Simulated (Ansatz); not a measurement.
Born–Oppenheimer molecular dynamics of C₂H₁₁NO₃Si₂ (19 atoms, charge 0, multiplicity 1). It starts from a relaxed structure.

Method: RKS r2SCAN-D4/STO-3G in Ansatz.

```yaml
ensemble: NVT, Langevin thermostat
time_step: 0.5 fs
steps_asked: 122
set_temperature: 200 K
friction: 0.01 /fs
seed: 36465
```

First frame:

```xyz
19
Properties=species:S:1:pos:R:3
Si -0.465 -0.233 -0.040
O -0.238 -0.777 1.533
Si -0.890 0.178 2.783
H -2.326 0.358 2.668
H -0.613 -0.562 3.996
H -0.257 1.480 2.885
O 1.069 -0.083 -0.783
C 1.989 -1.125 -0.337
H 1.858 -2.078 -0.897
H 3.021 -0.769 -0.527
H 1.895 -1.356 0.747
N -1.213 1.354 -0.097
H -2.085 1.332 -0.675
H -0.592 2.047 -0.573
O -1.568 -1.270 -0.842
C -1.291 -2.672 -0.544
H -1.066 -2.857 0.530
H -2.193 -3.258 -0.810
H -0.444 -3.079 -1.141
```

(1) How far do the bonds stretch over the last three quarters of this one trajectory? (Pairs bonded in most of those frames.)

Results:

(1) 
```tsv
bond	mean (Å)	spread (Å)	shortest	longest
Si1–O2	1.686	0.004	1.68	1.69
Si1–O7	1.717	0.023	1.68	1.75
Si1–N12	1.750	0.023	1.72	1.81
Si1–O15	1.713	0.017	1.68	1.74
O2–Si3	1.706	0.015	1.69	1.73
Si3–H4	1.455	0.006	1.44	1.47
Si3–H5	1.450	0.017	1.42	1.48
Si3–H6	1.451	0.012	1.43	1.48
O7–C8	1.467	0.011	1.45	1.48
C8–H9	1.113	0.019	1.08	1.15
C8–H10	1.110	0.018	1.08	1.14
C8–H11	1.112	0.007	1.09	1.13
N12–H13	1.045	0.015	1.02	1.07
N12–H14	1.045	0.011	1.03	1.07
O15–C16	1.469	0.013	1.45	1.49
C16–H17	1.113	0.019	1.08	1.15
C16–H18	1.111	0.013	1.08	1.13
C16–H19	1.113	0.010	1.09	1.14
```

Mean temperature of the second half: 101 K. The mean temperature of the second half is 49 % below the set value. A run of 0.061 ps of so small a system gives no equilibrium averages. Limits of this set-up: minimal basis.

Time of the run: 19 min on 1 thread of Arm Neoverse V2, with other jobs on the host, peak memory 0.16 GiB.
